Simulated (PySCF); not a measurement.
Ground-state electric properties of a mixed set of molecules.

All values: CAM-B3LYP/def2-SVPD (PySCF) at GFN2-xTB geometries, gas phase, one conformer each. Core orbitals are frozen in the response; Δα² is half the sum of the squared differences of the principal polarisabilities.

Problem. Rank by polarisability anisotropy Δα, highest first.
A. `N#CC([SiH3])[SiH3]`
B. `[NH2:1][Si:2]([SiH3:3])([SiH3:4])[O:5][SiH3:6]` with H–N1–Si2–Si3 -69° and 152°, N1–Si2–O5–Si6 40°
C. `[OH:1][SiH2:2][SiH2:3][N:4]([SiH3:5])[SiH3:6]` with H–O1–Si2–Si3 180°, O1–Si2–Si3–N4 176°, Si2–Si3–N4–Si5 -105°
D. `c1ccc2cnncc2c1` (phthalazine)
E. `[F:1][C:2]([F:3])=[C:4]([F:5])[c:6]1[cH:7][cH:8][cH:9][o:10]1` with C2–C4–C6–C7 180°
F. `[SiH3:1][PH:2][CH:3]1[CH2:4][CH2:5][CH2:6]1` with Si1–P2–C3–C4 61°, P2–C3–C4–C5 133°, C3–C4–C5–C6 -13°, C4–C5–C6–C3 13°, P2–C3–C6–C5 -136°

Solution. D (10.98 Å³), E (8.89 Å³), F (4.94 Å³), B (3.49 Å³), A (2.97 Å³), C (2.72 Å³).

Problem. Rank by HOMO–LUMO gap, highest first.
A. `[SiH2](CC#N)[Si@@H](CCl)Cl`
B. `FC(F)=C(F)c1ccco1`
C. `N#CC[SiH2][SiH3]`
D. `O=S(=O)(Cl)c1sccc1Cl`
E. `O[SiH2][SiH2]N([SiH3])[SiH3]`
F. `C1CCC1P[SiH3]`

Solution. C (10.50 eV), A (9.57 eV), F (9.20 eV), E (8.56 eV), D (7.79 eV), B (7.62 eV).

Problem. Rank by mean static polarisability, highest first.
A. `[SiH3][Si](N)([SiH3])O[SiH3]`
B. `O[SiH2][SiH2]N([SiH3])[SiH3]`
C. `C#Cc1cnncc1C=C`
D. `N#CC([SiH3])[SiH3]`
E. `FC(F)=C(F)C1=CC=CO1`
F. `c1ccc2cnncc2c1`

Solution. A (18.17 Å³), B (17.01 Å³), C (16.10 Å³), F (15.08 Å³), D (11.84 Å³), E (11.60 Å³).

All values together:

| SMILES | formula | μ (D) | HOMO (eV) | LUMO (eV) | α (Å³) | Δα (Å³) | electrons | α per electron (Å³) |
| --- | --- | --- | --- | --- | --- | --- | --- | --- |
| C#Cc1cnncc1C=C | C8H6N2 | 4.60 | -8.20 | -1.28 | 16.10 | 11.31 | 68 | 0.237 |
| N[SiH2][Si@@H]([SiH3])[SiH2]O | H11NOSi4 | 1.90 | -8.61 | -0.05 | 18.93 | 4.95 | 82 | 0.231 |
| N#CC[SiH2][SiH3] | C2H7NSi2 | 3.89 | -10.06 | 0.43 | 12.26 | 2.76 | 54 | 0.227 |
| c1ccc2cnncc2c1 | C8H6N2 | 5.24 | -8.06 | -0.90 | 15.08 | 10.98 | 68 | 0.222 |
| FC(F)=C(F)c1ccco1 | C6H3F3O | 2.47 | -7.70 | -0.07 | 11.60 | 8.89 | 74 | 0.157 |
| N#CC([SiH3])[SiH3] | C2H7NSi2 | 4.07 | -9.97 | 0.57 | 11.84 | 2.97 | 54 | 0.219 |
| N[Si]([SiH3])([SiH3])O[SiH3] | H11NOSi4 | 1.44 | -8.27 | 0.26 | 18.17 | 3.49 | 82 | 0.222 |
| N#CC[SiH2][Si@H](Cl)CCl | C3H7Cl2NSi2 | 3.68 | -9.59 | -0.02 | 17.31 | 1.55 | 94 | 0.184 |
| O[SiH2][SiH2]N([SiH3])[SiH3] | H11NOSi4 | 1.20 | -8.48 | 0.08 | 17.01 | 2.72 | 82 | 0.207 |
| O=S(=O)(Cl)c1sccc1Cl | C4H2Cl2O2S2 | 5.38 | -9.14 | -1.35 | 17.01 | 6.18 | 108 | 0.158 |
| [SiH3]PC1CCC1 | C4H11PSi | 1.41 | -8.08 | 1.12 | 14.74 | 4.94 | 64 | 0.230 |

Conformers: `[CH:1]#[C:2][c:3]1[cH:4][n:5][n:6][cH:7][c:8]1[CH:9]=[CH2:10]` with C7–C8–C9–C10 -13°; `[NH2:1][SiH2:2][Si@@H:3]([SiH3:4])[SiH2:5][OH:6]` with H–N1–Si2–Si3 38° and 177°, N1–Si2–Si3–Si4 -128°, Si2–Si3–Si5–O6 -45°, Si3–Si5–O6–H -175°; `[N:1]#[C:2][CH2:3][SiH2:4][SiH3:5]` with C2–C3–Si4–Si5 58°; `[F:1][C:2]([F:3])=[C:4]([F:5])[c:6]1[cH:7][cH:8][cH:9][o:10]1` with C2–C4–C6–C7 180°; `[NH2:1][Si:2]([SiH3:3])([SiH3:4])[O:5][SiH3:6]` with H–N1–Si2–Si3 -69° and 152°, N1–Si2–O5–Si6 40°; `[N:1]#[C:2][CH2:3][SiH2:4][Si@H:5]([Cl:6])[CH2:7][Cl:8]` with C2–C3–Si4–Si5 51°, C3–Si4–Si5–Cl6 40°, Si4–Si5–C7–Cl8 -59°; `[OH:1][SiH2:2][SiH2:3][N:4]([SiH3:5])[SiH3:6]` with H–O1–Si2–Si3 180°, O1–Si2–Si3–N4 176°, Si2–Si3–N4–Si5 -105°; `[O:1]=[S:2](=[O:3])([Cl:4])[c:5]1[s:6][cH:7][cH:8][c:9]1[Cl:10]` with O1–S2–C5–S6 -140°; `[SiH3:1][PH:2][CH:3]1[CH2:4][CH2:5][CH2:6]1` with Si1–P2–C3–C4 61°, P2–C3–C4–C5 133°, C3–C4–C5–C6 -13°, C4–C5–C6–C3 13°, P2–C3–C6–C5 -136°.

Problem. How closely does the mean polarisability follow the number of electrons in this set?

Solution. The correlation coefficient is 0.69; α per electron runs from 0.157 to 0.237 Å³.
